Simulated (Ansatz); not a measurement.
System: C$_{4}$H$_{8}$O (charge 0, singlet). SMILES: CCCC=O
Geometry: optimised at B3LYP-D3(BJ)/def2-TZVP (Ansatz, a first-principles code).

Wanted: enthalpy of formation at 298 K, in kcal/mol. Conventions: six Cartesian d functions in 6-31G* and its kin unless marked 5d; 6-311+G** with 5d; valence correlation only; no spin-orbit coupling; non-relativistic; open shells spin-unrestricted; LANL2DZ all-electron up to Ne. Basis-set limits of correlation are two-point, X^-3; Hartree-Fock from the larger set. The bracket is a focal-point correction in the basis named. Ab initio and DFT rows: single points at B3LYP-D3(BJ) geometries (Ansatz), with unscaled harmonic terms from B3LYP/6-31G* (Ansatz) at its own minima, enthalpies of formation by atomisation with measured atoms.

Measured values: CRC Handbook, as tabulated in the package chemicals; they hold spin-orbit and core effects, anharmonicity and other conformers. 

Value to compare with, the measured value: -48.9 kcal/mol.

| level | program | enthalpy of formation at 298 K (kcal/mol) | error |
|---|---|---|---|
| HF/STO-3G | Ansatz | 104.8 | 153.7 |
| HF/3-21G | Ansatz | 333.9 | 382.8 |
| HF/LANL2DZ | Ansatz | 347.1 | 396.0 |
| HF/6-31G* | Ansatz | 280.8 | 329.7 |
| HF/6-311+G** | Ansatz | 285.5 | 334.4 |
| RI-MP2/CBS(cc-pVTZ,cc-pVQZ)+[CCSD(T)-MP2]/cc-pVTZ | Ansatz | -48.1 | 0.8 |

Among the 5 habitual levels, HF/LANL2DZ lies farthest from the measured value (396.0 kcal/mol) and HF/STO-3G nearest (153.7); 5 of 5 lie above it, and their mean absolute error is 319.3 kcal/mol, the median 334.4. One case shows no general order.

The sets are all those run for this method; left out are runs that failed, that the program found above a lower state of the same kind, or whose <S^2> lies over 0.5 above the pure value.
